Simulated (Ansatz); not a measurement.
1-butyl-3-methylimidazolium chloride, `CCCCn1cc[n+](C)c1.[Cl-]` was relaxed with PBE-D4 (def2-SVP) in Ansatz in these states: charge -1 doublet, neutral singlet. The geometries follow in no particular order.

A:

```xyz
26

C     0.570    0.346    3.784
C    -0.226   -0.173    2.587
C     0.633   -0.881    1.534
C    -0.129   -1.333    0.291
N    -0.777   -0.193   -0.393
C    -1.697   -0.494   -1.413
C    -1.459    0.301   -2.491
N    -0.402    1.170   -2.206
C     0.589    1.469   -3.242
C     0.072    0.828   -0.912
H     1.103   -0.478    4.308
H    -0.076    0.853    4.532
H     1.344    1.076    3.462
H    -1.021   -0.870    2.940
H    -0.766    0.663    2.093
H     1.456   -0.209    1.202
H     1.131   -1.770    1.982
H     0.560   -1.820   -0.453
H    -0.935   -2.048    0.576
H    -2.440   -1.291   -1.287
H    -1.964    0.322   -3.465
H     1.210    2.333   -2.920
H     0.066    1.754   -4.181
H     1.229    0.559   -3.397
H     0.393    1.655   -0.241
Cl    1.538   -1.771   -2.691
```

B:

```xyz
26

C    -0.007   -2.244   -2.987
C    -0.559   -1.108   -2.124
C     0.421    0.058   -1.957
C    -0.099    1.194   -1.075
N    -0.397    0.771    0.290
C    -1.523    1.129    1.031
C    -1.270    0.821    2.339
N     0.010    0.267    2.397
C     0.811    0.090    3.594
C     0.593    0.398    1.163
H     0.244   -1.891   -4.010
H    -0.737   -3.073   -3.090
H     0.920   -2.669   -2.549
H    -1.507   -0.726   -2.564
H    -0.832   -1.499   -1.119
H     1.389   -0.310   -1.551
H     0.670    0.494   -2.949
H     0.657    2.008   -0.985
H    -1.034    1.616   -1.495
H    -2.413    1.549    0.555
H    -1.896    0.918    3.230
H     1.346   -0.880    3.564
H     0.153    0.107    4.482
H     1.552    0.918    3.635
H     1.464   -0.192    0.861
Cl    2.045    2.255    1.313
```

Task: Judge from the bond lengths which geometry belongs to which state (an estimate).

Result: A is the charge -1 doublet (N5–C10 1.426 Å, N8–C10 1.420 Å, C4–N5 1.479 Å); B is the neutral singlet (N5–C10 1.371 Å, N8–C10 1.371 Å, C4–N5 1.460 Å).

At PBE-D4/def2-SVP the highest occupied level of the relaxed charge -1 doublet lies above zero (up to 1.93 eV). By energy differences it is unbound by 0.29 eV (each at its own geometry, against the charge 0 singlet, at PBE0-D4/def2-TZVP) and held by the finite basis. The charge -1 doublet has come apart into loosely held pieces.
